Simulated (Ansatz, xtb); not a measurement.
## Two isomers of C5H6Se

We compare a, `CCC#CC=[Se]`, a singlet, with b, `C#C[C@@H]1CC[Se]1`, a singlet. Both are isolated molecules in the gas phase, relaxed with B3LYP-D3(BJ)/def2-SVP.

**Question.** Estimate which is lower in electronic energy at CCSD(T)/def2-SVP + ΔMP2/def2-TZVPP, and by roughly how much.

**Answer.** The CCSD(T)/def2-SVP + ΔMP2/def2-TZVPP calculation puts structure a lower, by 0.049 eV.

Level by level:

```tsv
level	geometry	E(b) − E(a) (eV)	departure from the last row (eV)	job, with rough time for the two
GFN2-xTB	GFN2-xTB	+0.273	+0.224	optimisation, 0.2 s
HF/STO-3G	GFN2-xTB	−0.712	−0.761	single point, 0.42 s
r2SCAN-D4/def2-SVP	GFN2-xTB	+0.370	+0.321	single point, 3.8 s
B3LYP-D3(BJ)/def2-SVP	B3LYP-D3(BJ)/def2-SVP	+0.304	+0.255	optimisation, 63 s
HF/def2-SVP	B3LYP-D3(BJ)/def2-SVP	+0.255	+0.206	part of the CCSD(T) run
MP2/def2-SVP	B3LYP-D3(BJ)/def2-SVP	+0.257	+0.208	part of the CCSD(T) run
CCSD(T)/def2-SVP	B3LYP-D3(BJ)/def2-SVP	+0.295	+0.245	single point
CCSD(T)/def2-SVP + ΔMP2/def2-TZVPP	B3LYP-D3(BJ)/def2-SVP	+0.049		single point, 67 s
```

As drawn, b has 2 C–Se in place of 1 C=Se. Structure a has no ring, b a 4-membered ring.

HF/STO-3G puts the two in the other order. The largest departure from CCSD(T)/def2-SVP + ΔMP2/def2-TZVPP is that of HF/STO-3G, 0.761 eV. The last row adds to CCSD(T) the change of the MP2 difference between the two basis sets, here −0.245 eV, a large step that makes the value less sure.

With thermal terms from frequencies at re-optimised GFN2-xTB minima (ideal gas, soft modes damped towards free rotors, one conformer each, 298.15 K, 1 atm): the zero-point term adds +0.009 eV; ΔH is +0.031 and ΔG +0.106 eV.

The correlated steps freeze 14 core orbitals; the filled d shell of Se is correlated, in a basis made for valence electrons. Mirror images aren't counted in ΔG. Codes used: Ansatz 0.2.0, xtb 6.7.1; the last row on 4 threads of Arm Neoverse V1 on a shared host.
